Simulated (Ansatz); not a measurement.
Ansatz (a quantum-chemistry and plane-wave program) input (HF/def2-TZVP):

Ansatz 0.2 input:
```yaml
crystal:
  periodic: [false, false, false]
  atoms:
    - {symbol: B, position_ang: [-0.00276871, -0.00064845, 0.90671966]}
    - {symbol: H, position_ang: [1.16031926, 0.00200276, 1.41042327]}
    - {symbol: H, position_ang: [-0.58921149, 1.00608022, 1.40579906]}
    - {symbol: H, position_ang: [-0.58399556, -1.01110136, 1.40437239]}
    - {symbol: B, position_ang: [0.00276871, 0.00064845, -0.90671966]}
    - {symbol: H, position_ang: [0.58399556, 1.01110136, -1.40437239]}
    - {symbol: H, position_ang: [-1.16031926, -0.00200276, -1.41042327]}
    - {symbol: H, position_ang: [0.58921149, -1.00608022, -1.40579906]}
basis:
  gaussian:
    orbitals: def2-TZVP
hamiltonian:
  xc: {name: HF}
total_charge: -2
relax: {f_tol: 0.003, max_steps: 100}
```

End of the output:

```
mean field: 0.14 GiB planned
mean field evaluation 32: about -1431.9451 eV, gradient 2.9e-5 eV
mean field -1431.94512457 eV, -52.6230127206 hartree, gradient 6.9e-6 eV, S^2 0.000000; 0 other end points of the search recorded, 0 dependent functions left out
the calculation of the forces begins
reference -1431.94512457 eV, -52.6230127206 hartree; 9, 9 occupied and 89, 89 virtual orbitals, 714 factors
relax step   4: F+E_penalty+E_count = -1431.94512457 eV  Δ(F+E_penalty+E_count) = -4.736e-5 eV  max|allowed force component| = 6.882e-3 eV/Å  Δτ_max = 0.0015 Å  (29 SCF iters, accepted)
these checks for a lower state are left out or cut short: starts, cluster_reference, orbital_swaps, neighbouring_geometries, increment
integrals: 0.02 GiB planned
714 factors; their error is unknown
mean field: 0.14 GiB planned
mean field -1431.94512748 eV, -52.6230128276 hartree, gradient 6.8e-6 eV, S^2 0.000000; 0 other end points of the search recorded, 0 dependent functions left out
the calculation of the forces begins
reference -1431.94512748 eV, -52.6230128276 hartree; 9, 9 occupied and 89, 89 virtual orbitals, 714 factors
relax step   5: F+E_penalty+E_count = -1431.94512748 eV  Δ(F+E_penalty+E_count) = -2.911e-6 eV  max|allowed force component| = 4.323e-5 eV/Å  Δτ_max = 0.0004 Å  (28 SCF iters, accepted)
integrals: 0.02 GiB planned
714 factors; their error is unknown
mean field: 0.14 GiB planned
mean field -1431.94512748 eV, -52.6230128276 hartree, gradient 6.8e-6 eV, S^2 0.000000; 1 other end points of the search recorded, 0 dependent functions left out
the calculation of the forces begins
reference -1431.94512748 eV, -52.6230128276 hartree; 9, 9 occupied and 89, 89 virtual orbitals, 714 factors
Total energy: -1431.94512748 eV, -52.6230128276 hartree
Atom 0 at    -0.002779    -0.000651     0.910219 Å, force    -0.000000    -0.000000     0.000043 eV/Å
Atom 1 at     1.168801     0.002015     1.424368 Å, force     0.000015     0.000000     0.000020 eV/Å
Atom 2 at    -0.593535     1.013442     1.419709 Å, force    -0.000008     0.000013     0.000020 eV/Å
Atom 3 at    -0.588281    -1.018505     1.418272 Å, force    -0.000007    -0.000013     0.000020 eV/Å
Atom 4 at     0.002779     0.000651    -0.910219 Å, force     0.000000     0.000000    -0.000043 eV/Å
Atom 5 at     0.588281     1.018505    -1.418272 Å, force     0.000007     0.000013    -0.000020 eV/Å
Atom 6 at    -1.168801    -0.002015    -1.424368 Å, force    -0.000015    -0.000000    -0.000020 eV/Å
Atom 7 at     0.593535    -1.013442    -1.419709 Å, force     0.000008    -0.000013    -0.000020 eV/Å
Dipole moment:     0.000000     0.000000    -0.000000 e Å
```

It need not be the lowest isomer of its formula.
